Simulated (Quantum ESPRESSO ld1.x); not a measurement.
Values are calculated unless marked as measured or tabulated.
Task: The mean radii <r> (bohr) of the occupied orbitals of an atom or ion are listed with their occupations. Code: ld1.x of Quantum ESPRESSO 7.5. Model: scalar-relativistic Kohn-Sham, LDA (Slater exchange, VWN5 correlation), spin-polarised, spherical densities, point nucleus.

| orbital | occ. | <r> |
|---|---|---|
| 1s up | 1 | 0.01835 |
| 1s down | 1 | 0.01835 |
| 2s up | 1 | 0.07760 |
| 2s down | 1 | 0.07760 |
| 2p up | 3 | 0.06946 |
| 2p down | 3 | 0.06945 |
| 3s up | 1 | 0.1999 |
| 3s down | 1 | 0.1998 |
| 3p up | 3 | 0.1997 |
| 3p down | 3 | 0.1996 |
| 3d up | 5 | 0.1805 |
| 3d down | 5 | 0.1804 |
| 4s up | 1 | 0.4140 |
| 4s down | 1 | 0.4142 |
| 4p up | 3 | 0.4281 |
| 4p down | 3 | 0.4286 |
| 4d up | 5 | 0.4303 |

Name the element and its charge. Open shells, if any, are filled with parallel spins first.

Result: Z = 74, tungsten, charge +33: W33+ in [Kr] 4d5. The 1s radius gives Z: for a bare nucleus <r> = (2 gamma + 1)/(2Z) with gamma = sqrt(1 - (Z/c)^2), 0.01813 bohr for Z = 74, and screening makes it slightly larger (0.01835 here). The occupations add up to 41, and the charge is Z minus that.
